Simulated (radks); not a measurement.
All-electron atom: Cr XI in [Ne] 3s2 3p2.

Method: non-relativistic Kohn-Sham, LDA (Slater exchange, Perdew-Wang correlation), spin-polarised, spherical densities, point nucleus; open shells are filled with parallel spins first; computed with a radial shooting solver on a logarithmic mesh with Libxc functionals.

Energy parts (eV):
part                      energy
total                 -27294.722
kinetic                27268.598
electron-nucleus      -61225.895
Hartree                 7717.547
exchange-correlation   -1054.973

Orbitals (lengths in bohr, moments of r in powers of bohr; r(max) is where P^2 peaks; r(90%) holds 90 % of the orbital's charge):
orbital  occ.  eigenvalue (eV)     <r^2>   r(max)  r(90%)
1s up       1        -6080.834  0.005545  0.04232   0.115
1s down     1        -6079.473  0.005544  0.04232   0.115
2s up       1        -908.2425    0.1025   0.2459   0.456
2s down     1        -906.8416    0.1022   0.2459   0.456
2p up       3        -812.4176   0.08234   0.1978   0.424
2p down     3        -810.7370   0.08216   0.1980   0.424
3s up       1        -284.6005    0.7140   0.7289    1.16
3s down     1        -279.1421    0.7200   0.7293    1.16
3p up       2        -255.7632    0.7234   0.7210    1.18
3p down     0        -250.3710    0.7309   0.7215    1.19

The highest occupied level is 3p up at -255.76 eV. The electron density at the nucleus is 9324 e/bohr^3. The density falls to 0.001 e/bohr^3 at r = 1.87 bohr. The spin density at the nucleus is -0.5892 e/bohr^3 (1s -0.9654, 2s -0.2689, 3s 0.6451), a Fermi contact field of -30.9 T. Summed over all electrons, <r^2> = 3.590 bohr^2, which gives a Langevin (diamagnetic) susceptibility term of -2.84 x 10^-6 cm^3/mol. Virial ratio -V/T = 2.00096.
